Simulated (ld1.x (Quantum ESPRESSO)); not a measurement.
# PBE TM dataset for Tl, scalar-relativistic all-electron reference.

Input for ld1.x (Quantum ESPRESSO) 7.5:

```
&input
   title='Tl', zed=81., rel=1, dft='PBE', iswitch=3,
   config='[Xe] 4f14 5d10 6s2 6p1',
   nld=2, rlderiv=3.40, eminld=-3.0, emaxld=5.0, deld=0.02
 /
 &inputp
   pseudotype=2, tm=.true., lloc=0,
   nlcc=.true., new_core_ps=.true., rcore=1.60,
   file_pseudopw='Tl.UPF', file_wfcaegen='ae.wfc', file_wfcncgen='nc.wfc', file_beta='beta', file_chi='chi'
 /
2
6P  2  1   1.00   0.00  3.15  3.15  0.0
6S  1  0   2.00   0.00  1.70  1.70  0.0
 &test
   configts(1)='6s2 6p1'
 /
```

Command:

```bash
ld1.x < Tl.in > Tl.out
```

Output (shortened: banner, matrices, multipoles, cross overlaps and the repeated all-electron block are left out):

```
Program LD1 v.7.5
     --------------------------- All-electron run ----------------------------

     Tl
     scalar relativistic calculation

     atomic number is 81.00
     dft =PBE   lsd =0 sic =0 latt =0  beta=0.20 tr2=1.0E-14
     Exchange-correlation= PBE
                           (   1   4   3   4   0   0   0)
     mesh =1281 r(mesh) = 100.03807 a.u. xmin = -7.00 dx = 0.01250
     1 Ry =  13.60569312 eV, c = 137.03599908

     n l     nl                  e(Ry)          e(Ha)          e(eV)
     1 0     1S 1( 2.00)     -6294.3326     -3147.1663    -85638.7575
     2 0     2S 1( 2.00)     -1120.6766      -560.3383    -15247.5817
     2 1     2P 1( 6.00)      -963.6756      -481.8378    -13111.4741
     3 0     3S 1( 2.00)      -267.4966      -133.7483     -3639.4772
     3 1     3P 1( 6.00)      -222.3208      -111.1604     -3024.8283
     4 0     4S 1( 2.00)       -59.7044       -29.8522      -812.3193
     4 1     4P 1( 6.00)       -44.9000       -22.4500      -610.8951
     3 2     3D 1(10.00)      -175.5770       -87.7885     -2388.8473
     5 0     5S 1( 2.00)        -9.6283        -4.8142      -131.0001
     5 1     5P 1( 6.00)        -5.5930        -2.7965       -76.0966
     4 2     4D 1(10.00)       -27.5636       -13.7818      -375.0225
     4 3     4F 1(14.00)        -8.3807        -4.1904      -114.0254
     5 2     5D 1(10.00)        -1.1382        -0.5691       -15.4857
     6 0     6S 1( 2.00)        -0.7016        -0.3508        -9.5458
     6 1     6P 1( 1.00)        -0.1742        -0.0871        -2.3703

     final scf error:  7.8E-15 reached in  26 iterations

     Etot =  -40491.900530 Ry,  -20245.950265 Ha, -550920.372580 eV

     Ekin =   45624.297902 Ry,   22812.148951 Ha,  620750.196201 eV
     Encl = -101000.877865 Ry,  -50500.438932 Ha,-1374186.949381 eV
     Eh   =   15641.308833 Ry,    7820.654417 Ha,  212810.848030 eV
     Exc  =    -756.629401 Ry,    -378.314700 Ha,  -10294.467431 eV

     normalization and overlap integrals

     s(1S/1S) =  1.000000  <r> =   0.0163  <r2> =    0.0004  r(max) =   0.0100
     s(2S/2S) =  1.000000  <r> =   0.0687  <r2> =    0.0056  r(max) =   0.0582
     s(2P/2P) =  1.000000  <r> =   0.0623  <r2> =    0.0048  r(max) =   0.0482
     s(3S/3S) =  1.000000  <r> =   0.1775  <r2> =    0.0361  r(max) =   0.1642
     s(3P/3P) =  1.000000  <r> =   0.1793  <r2> =    0.0373  r(max) =   0.1642
     s(4S/4S) =  1.000000  <r> =   0.3916  <r2> =    0.1730  r(max) =   0.3699
     s(4P/4P) =  1.000000  <r> =   0.4176  <r2> =    0.1981  r(max) =   0.3889
     s(3D/3D) =  1.000000  <r> =   0.1624  <r2> =    0.0309  r(max) =   0.1327
     s(5S/5S) =  1.000000  <r> =   0.8770  <r2> =    0.8622  r(max) =   0.8030
     s(5P/5P) =  1.000000  <r> =   1.0076  <r2> =    1.1466  r(max) =   0.9099
     s(4D/4D) =  1.000000  <r> =   0.4398  <r2> =    0.2233  r(max) =   0.3938
     s(4F/4F) =  1.000000  <r> =   0.4677  <r2> =    0.2629  r(max) =   0.3563
     s(5D/5D) =  1.000000  <r> =   1.3903  <r2> =    2.2762  r(max) =   1.1113
     s(6S/6S) =  1.000000  <r> =   2.4783  <r2> =    7.0215  r(max) =   2.0762
     s(6P/6P) =  1.000000  <r> =   3.8559  <r2> =   17.6756  r(max) =   2.9097

     ------------------------ End of All-electron run ------------------------

     --------------------- Generating NC pseudopotential ---------------------

      Generating local pot.: lloc=0, matching radius rcloc =   1.7000

      Computing core charge for nlcc:

       r > 1.62 : true rho core
      Core charge pseudized with two Bessel functions
      Integrated core pseudo-charge :  21.39

      Wfc   6P  rcut= 3.176  Using Troullier-Martins method

     ------------------- End of pseudopotential generation -------------------

     Computing logarithmic derivative in   3.40185
     Computing logarithmic derivative in   3.40185
     Computing the partial wave expansion
       no projector for channel:   0
     R is outside the sphere for l=    1 j= 0.00

     ---------------------- Testing the pseudopotential ----------------------

     Tl
     scalar relativistic calculation

     atomic number is 81.00   valence charge is  3.00
     dft =PBE   lsd =0 sic =0 latt =0  beta=0.20 tr2=1.0E-14
     mesh =1281 r(mesh) = 100.03807 xmin = -7.00 dx = 0.01250

     n l     nl             e AE (Ry)        e PS (Ry)    De AE-PS (Ry)
     1 0     6S   1( 2.00)       -0.70160       -0.70160       -0.00000
     2 1     6P   1( 1.00)       -0.17421       -0.17421        0.00000

     eps = 8.7E-16  iter =  9

     Etot =  -40491.900530 Ry,  -20245.950265 Ha, -550920.372580 eV
     Etotps =   -41.090059 Ry,     -20.545029 Ha,    -559.058732 eV

     Ekin =       1.330394 Ry,       0.665197 Ha,      18.100930 eV
     Encl =      -6.405907 Ry,      -3.202953 Ha,     -87.156801 eV
     Ehrt =       2.807125 Ry,       1.403562 Ha,      38.192880 eV
     Ecxc =     -38.894382 Ry,     -19.447191 Ha,    -529.185023 eV
     (Ecc =     -36.865952 Ry,     -18.432976 Ha,    -501.586826 eV)
     Epseu=       0.072711 Ry,       0.036355 Ha,       0.989282 eV

     ---------------------- End of pseudopotential test ----------------------
```

Generation and configuration tests took about 2 s on one core of a shared server CPU.

Transferability test of the new file with ld1.x, input:

```
&input
   title='Tl', zed=81., rel=1, dft='PBE', iswitch=2,
   config='[Xe] 4f14 5d10 6s2 6p1'
 /
 &test
   file_pseudo='Tl.UPF', nconf=8,
   configts(1)='6s2 6p1',
   configts(2)='6s2 6p0',
   configts(3)='6s1 6p0',
   configts(4)='6s2 6p0.5',
   configts(5)='6s0 6p3',
   configts(6)='6s1 6p2',
   configts(7)='6s1 6p1',
   configts(8)='6s2 6p1.3'
 /
```

```bash
ld1.x < Tl.test.in > Tl.test.out
```

Pseudopotential blocks of its output, shortened (energy terms left out):

```
     ---------------------- Testing the pseudopotential ----------------------

     n l     nl             e AE (Ry)        e PS (Ry)    De AE-PS (Ry)
     1 0     6S   1( 2.00)       -0.70160       -0.70160       -0.00000
     2 1     6P   1( 1.00)       -0.17421       -0.17421        0.00000

     eps = 8.9E-16  iter =  9

     Etot =  -40491.900530 Ry,  -20245.950265 Ha, -550920.372581 eV
     Etotps =   -41.090059 Ry,     -20.545029 Ha,    -559.058732 eV

     ---------------------- End of pseudopotential test ----------------------

          ---------------------- Testing the pseudopotential ----------------------

     n l     nl             e AE (Ry)        e PS (Ry)    De AE-PS (Ry)
     1 0     6S   1( 2.00)       -1.19866       -1.20839        0.00973  !
     2 1     6P   1( 0.00)       -0.60196       -0.60774        0.00578  !

     eps = 2.5E-15  iter =  7

     Etot =  -40491.520765 Ry,  -20245.760383 Ha, -550915.205618 eV
     Etotps =   -40.708027 Ry,     -20.354013 Ha,    -553.860919 eV
     dEtot_ae =       0.379765 Ry
     dEtot_ps =       0.382032 Ry,   Delta E=      -0.002267 Ry

     ---------------------- End of pseudopotential test ----------------------

          ---------------------- Testing the pseudopotential ----------------------

     n l     nl             e AE (Ry)        e PS (Ry)    De AE-PS (Ry)
     1 0     6S   1( 1.00)       -1.86485       -1.91100        0.04615  !
     2 1     6P   1( 0.00)       -1.17805       -1.20847        0.03042  !

     eps = 2.7E-18  iter =  7

     Etot =  -40489.993497 Ry,  -20244.996748 Ha, -550894.426070 eV
     Etotps =   -39.153650 Ry,     -19.576825 Ha,    -532.712551 eV
     dEtot_ae =       1.907033 Ry
     dEtot_ps =       1.936409 Ry,   Delta E=      -0.029375 Ry

     ---------------------- End of pseudopotential test ----------------------

          ---------------------- Testing the pseudopotential ----------------------

     n l     nl             e AE (Ry)        e PS (Ry)    De AE-PS (Ry)
     1 0     6S   1( 2.00)       -0.93669       -0.93998        0.00329
     2 1     6P   1( 0.50)       -0.37588       -0.37757        0.00168

     eps = 8.1E-16  iter =  9

     Etot =  -40491.764317 Ry,  -20245.882159 Ha, -550918.519309 eV
     Etotps =   -40.953444 Ry,     -20.476722 Ha,    -557.199997 eV
     dEtot_ae =       0.136213 Ry
     dEtot_ps =       0.136614 Ry,   Delta E=      -0.000402 Ry

     ---------------------- End of pseudopotential test ----------------------

          ---------------------- Testing the pseudopotential ----------------------

     n l     nl             e AE (Ry)        e PS (Ry)    De AE-PS (Ry)
     1 0     6S   1( 0.00)       -0.87242       -0.89014        0.01771  !
     2 1     6P   1( 3.00)       -0.28501       -0.28941        0.00440

     eps = 4.8E-15  iter = 14

     Etot =  -40490.782601 Ry,  -20245.391300 Ha, -550905.162378 eV
     Etotps =   -39.958441 Ry,     -19.979220 Ha,    -543.662281 eV
     dEtot_ae =       1.117929 Ry
     dEtot_ps =       1.131618 Ry,   Delta E=      -0.013689 Ry

     ---------------------- End of pseudopotential test ----------------------

          ---------------------- Testing the pseudopotential ----------------------

     n l     nl             e AE (Ry)        e PS (Ry)    De AE-PS (Ry)
     1 0     6S   1( 1.00)       -0.79315       -0.80208        0.00893  !
     2 1     6P   1( 2.00)       -0.23323       -0.23543        0.00220

     eps = 5.7E-16  iter = 14

     Etot =  -40491.356445 Ry,  -20245.678222 Ha, -550912.969924 eV
     Etotps =   -40.542444 Ry,     -20.271222 Ha,    -551.608058 eV
     dEtot_ae =       0.544085 Ry
     dEtot_ps =       0.547614 Ry,   Delta E=      -0.003529 Ry

     ---------------------- End of pseudopotential test ----------------------

          ---------------------- Testing the pseudopotential ----------------------

     n l     nl             e AE (Ry)        e PS (Ry)    De AE-PS (Ry)
     1 0     6S   1( 1.00)       -1.29043       -1.31152        0.02108  !
     2 1     6P   1( 1.00)       -0.66987       -0.68071        0.01085  !

     eps = 6.7E-16  iter = 10

     Etot =  -40490.912387 Ry,  -20245.456194 Ha, -550906.928209 eV
     Etotps =   -40.092392 Ry,     -20.046196 Ha,    -545.484784 eV
     dEtot_ae =       0.988143 Ry
     dEtot_ps =       0.997667 Ry,   Delta E=      -0.009524 Ry

     ---------------------- End of pseudopotential test ----------------------

          ---------------------- Testing the pseudopotential ----------------------

     n l     nl             e AE (Ry)        e PS (Ry)    De AE-PS (Ry)
     1 0     6S   1( 2.00)       -0.57967       -0.57897       -0.00070
     2 1     6P   1( 1.30)       -0.07037       -0.07018       -0.00019

     eps = 1.4E-15  iter = 20

     Etot =  -40491.936806 Ry,  -20245.968403 Ha, -550920.866143 eV
     Etotps =   -41.126307 Ry,     -20.563153 Ha,    -559.551912 eV
     dEtot_ae =      -0.036276 Ry
     dEtot_ps =      -0.036248 Ry,   Delta E=      -0.000028 Ry

     ---------------------- End of pseudopotential test ----------------------
```
